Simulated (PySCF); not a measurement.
# Orbital picture of AlSn

PBE0 at R = 2.669 Å; Al aug-cc-pV(D+d)Z, Sn aug-cc-pVDZ-PP with ECP28; scalar-relativistic core potentials (PySCF 2.14). State: ⁴Σ⁻ (quartet), unpaired electrons σ ↑, π ↑↑. Only the outer orbitals are listed, counted within each symmetry, core potentials removing the inner ones.

| spin | orbital | occ. | ε (eV) | on Al (%) | main shells (%) |
| --- | --- | --- | --- | --- | --- |
| α | 7σ | 1 | -13.10 | 24 | 74 Sn s, 18 Al s |
| α | 8σ | 1 | -9.07 | 71 | 72 Al s, 18 Sn s, 11 Sn p |
| α | 9σ | 1 | -5.49 | 52 | 46 Sn p, 40 Al p, 11 Al s |
| α | 4π | 1 | -5.36 | 27 | 72 Sn p, 25 Al p |
| α | 4π | 1 | -5.36 | 27 | 72 Sn p, 25 Al p |
| α | 5π | 0 | -1.82 | 74 | 72 Al p, 24 Sn p |
| α | 5π | 0 | -1.82 | 74 | 72 Al p, 24 Sn p |
| α | 10σ | 0 | -0.13 | 104 | 90 Al p, 36 Sn p, 9 Al s |
| β | 7σ | 1 | -11.28 | 37 | 64 Sn s, 28 Al s |
| β | 8σ | 1 | -7.74 | 72 | 71 Al s, 21 Sn s |
| β | 9σ | 0 | -2.72 | 52 | 45 Al p, 42 Sn p |
| β | 4π | 0 | -2.61 | 47 | 53 Sn p, 45 Al p |
| β | 4π | 0 | -2.61 | 47 | 53 Sn p, 45 Al p |

Problem. Which are the highest filled and the lowest empty level, where do they sit, and how wide is the gap?

Solution. Highest filled α 4π at -5.36 eV (in %: 72 Sn p, 25 Al p); lowest empty β 9σ at -2.72 eV (in %: 45 Al p, 42 Sn p); the gap at PBE0 is 2.64 eV.

The bond order (Mayer) is 1.40 and the ⟨S²⟩ is 3.754. The charge on Al (Mulliken, basis-dependent) is -0.08, the charge on Al (Löwdin, basis-dependent) is 0.08 and the dipole moment (positive dipole means Al(−)Sn(+)) is -0.78 D. The polarisability along the bond is 167.7 bohr³ and the polarisability across the bond is 87.4 bohr³.

Shares are Mulliken populations and can fall outside 0 to 100 %.

Spin–orbit coupling is left out. The state was picked by a PBE0 search and need not be the measured ground state.
